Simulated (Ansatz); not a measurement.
**A barrier at the coupled-cluster level**

Start structure (SiN2H10O, singlet), relaxed at PBE0-D4/def2-TZVP:

```
14
angstrom
Si -0.3490 -0.4179 -1.8709
H 1.1154 -0.6781 -1.8315
H -0.8762 -0.6579 -3.2401
H -0.9663 -1.4802 -1.0009
N -0.6481 1.1990 -1.4212
H 0.6000 0.7166 1.5098
O 0.6465 1.6548 1.2208
H -0.2213 -1.4393 1.0381
N 0.2565 -1.0812 1.8590
H -1.5424 1.6167 -1.6191
H -0.2524 1.5405 -0.5475
H 1.5766 1.8876 1.2220
H 1.0422 -1.6939 2.0406
H -0.3814 -1.1668 2.6411
```

The step: SiNH₅ ([NH2][SiH3]) + H₂O + NH₃ → SiNH₅O ([NH2][SiH2][OH]) + NH₃ + H₂; bonds formed: Si1–O7, H2–H8, H6–N9; bonds broken: Si1–H2, H6–O7, H8–N9. Computed with Ansatz 0.2.0 (basis: def2-TZVPP and def2-QZVPP); correlated methods freeze the cores. Extrapolation: Hartree–Fock as exp(−7.88 √X), correlation as X^−2.97. Energies below are by CCSD(T) at an estimated basis limit (MP2 extrapolated from triple and quadruple zeta, plus CCSD(T) − MP2 in triple zeta).

Task: What are the electronic barrier and the energy of the step, from the start structure to the end structure? (Judge from chemistry; the value comes from the calculation.)

Result: The calculation gives: Barrier 127.1 kJ/mol; step energy -52.0 kJ/mol (downhill); reverse barrier, their difference, 179.1 kJ/mol. Barrier and step energy count from the start structure, the reverse barrier from the end structure.

The saddle point: One imaginary mode of 407i cm⁻¹.
```json
{"pair": "Si1–O7", "start (Å)": "3.85", "saddle (Å)": "1.78", "end (Å)": "1.66"}
{"pair": "H2–H8", "start (Å)": "3.26", "saddle (Å)": "1.49", "end (Å)": "0.75"}
{"pair": "H6–N9", "start (Å)": "1.86", "saddle (Å)": "1.16", "end (Å)": "1.01"}
{"pair": "Si1–H2", "start (Å)": "1.49", "saddle (Å)": "1.65", "end (Å)": "3.98"}
{"pair": "H6–O7", "start (Å)": "0.98", "saddle (Å)": "1.33", "end (Å)": "2.24"}
{"pair": "H8–N9", "start (Å)": "1.02", "saddle (Å)": "1.06", "end (Å)": "2.60"}
```

Zero-point energy (harmonic, PBE0-D4): ZPE is 295.8 kJ/mol at the start and 292.2 kJ/mol at the saddle, so the barrier goes from 127.1 to 123.6 kJ/mol.

T1 diagnostic: at most 0.011.

Labels in which every atom is bracketed show which atoms are joined, not bond orders.

For scale, one of the runs: CCSD(T)/def2-TZVPP, 275 basis functions, launched by `ansatz run in.yaml --threads 8 --pin off --events-out ev --progress --plain --max-ram 19148MiB`. The run took 83 s on 8 CPU threads of an Arm Neoverse V2 (shared host), with 7.7 GiB of host memory at its peak.
